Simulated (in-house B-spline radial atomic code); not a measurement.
**BHandHLYP excitations of Ge²⁺**

Method: BHandHLYP. Computed with an all-electron radial atomic-structure program (B-spline basis): linear response of the closed shell [Ar] 3d10 4s2 with the functional's adiabatic kernel; non-relativistic, point nucleus, no spin-orbit coupling, no double excitations, S, P, D and F terms only; shells from n = 2 respond. Only terms of natural parity with L up to 3 were computed.

Without relativity these are model numbers for so heavy an element.

Command:
```bash
python run_td.py task.json out
```
Settings (radii: box in bohr, nucleus in fm):
```
Z                        32
electrons                30
configuration            [Ar] 3d10 4s2
hamiltonian              nr
method                   bhandhlyp
box_radius               29.48
intervals                56
```

Cost of the run: 1.7 s on 1 thread of Intel(R) Xeon(R) Platinum 8488C (Sapphire Rapids), on a shared host.

The lowest states, in the order of their Tamm-Dancoff energies; the method's threshold (minus the highest occupied level) is 30.88 eV. Labels give the largest channel, * marks a mixed state, and oscillator strengths are full-response dipole values. Semilocal kernels can invert the small singlet-triplet splittings of Rydberg terms. Energies in eV:

```csv
state,full response,Tamm-Dancoff,oscillator strength
4s → 4p 3P,7.021,7.235,-
4s → 4p 1P,10.885,11.344,1.65
4s → 5s 3S,18.769,18.774,-
4s → 4d 3D,18.994,19.007,-
4s → 5s 1S,19.405,19.431,-
4s → 4d 1D,19.678,19.690,-
4s → 5p 3P,21.427,21.437,-
4s → 5p 1P,21.711,21.760,0.00413
4s → 6s 3S,?,?,-
4s → 4f 1F,24.806,24.806,-
4s → 4f 3F,24.827,24.828,-
4s → 6s 1S,24.832,24.840,-
4s → 5d 3D,?,?,-
4s → 5d 1D,25.064,25.068,-
4s → 6p 3P,25.679,25.682,-
4s → 6p 1P,25.783,25.796,0.00664
```

(1) Where does 4s → 6s 3S lie?

(2) Where does 4s → 5d 3D lie?

(3) How large is the singlet-triplet splitting of 4s → 4p (P terms) in Tamm-Dancoff?

(4) What polarisabilities and dispersion coefficient does the method give?

Results:

(1) At 24.636 eV in full response, 24.637 eV in Tamm-Dancoff.

(2) At 24.880 eV in full response, 24.883 eV in Tamm-Dancoff.

(3) 4.11 eV, from the unrounded values.

(4) Dipole 11.37 bohr³, quadrupole 33.36 bohr⁵, C6 45.05 hartree·bohr⁶ for two such species.
